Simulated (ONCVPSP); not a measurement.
**Building the ONCV potential for platinum (Pt) (LDA (Perdew-Wang 92), scalar-relativistic).**

| Item | Value |
| --- | --- |
| Element | platinum (Pt) |
| Generator | ONCVPSP 4.0.1 |
| Type | optimised norm-conserving Vanderbilt (ONCV) |
| Functional | LDA (Perdew-Wang 92) |
| Relativity | scalar-relativistic |
| Frozen core | [Kr] 4d10 |
| Valence charge | 32 |
| Reference configuration | 4f14 5s2 5p6 5d8.5 (charge +1.5) |
| Partial waves | 5s: rc 1.70 bohr, ncon 4, nbas 7, qcut 7 1/bohr, 1 projector; 5p: rc 1.50 bohr, ncon 5, nbas 9, qcut 10.7 1/bohr, 1 projector; 5d: rc 1.80 bohr, ncon 5, nbas 9, qcut 7.5 1/bohr, 2 projectors, debl 2 Ha; 4f: rc 0.75 bohr, ncon 5, nbas 10, qcut 21.2 1/bohr, 2 projectors, debl 0.8 Ha |
| Local potential | polynomial inside 0.75 bohr (lpopt 5, dvloc0 1 Ha) |
| Core correction | Teter function, fcfact 4.25, rcfact 1.25 |

In the f channel the program set the typed energies aside and used -3.122, 0.250 Ha.

Poles of the logarithmic derivatives, all-electron (AE) and pseudo (PS). s: poles at -4.1, 4.8 (AE) and -4.1, 2.7 (PS) Ha. p: poles at -1.5 (AE) and -3.5, -1.5 (PS) Ha. d: poles at 0.2 (AE) and 0.2 (PS) Ha. f: poles at -0.6 (AE) and -0.6 (PS) Ha. Test radii: s 1.72, p 1.52, d 1.83, f 0.76 bohr.

* Cutoffs needed: 235 Ha and 707 Ha (the cutoffs (Ha) at which the residual kinetic energy of the hardest occupied pseudo-wave falls to 1 and 0.1 mHa per electron)
* Ghost test: ghosts flagged at negative energy: s at -383.3 eV, p at -94.4 eV; no localised positive-energy state flagged; a true bound ghost makes a file unfit for plane-wave use
* Largest excitation error: +1388 meV (all-electron minus pseudo) for 4f14 5s2 5p6 5d8 6s1, out of 4 test configurations
* rms error of d²Exc/dni dnj: 8.10 mHa without and 4.41 mHa with the model core
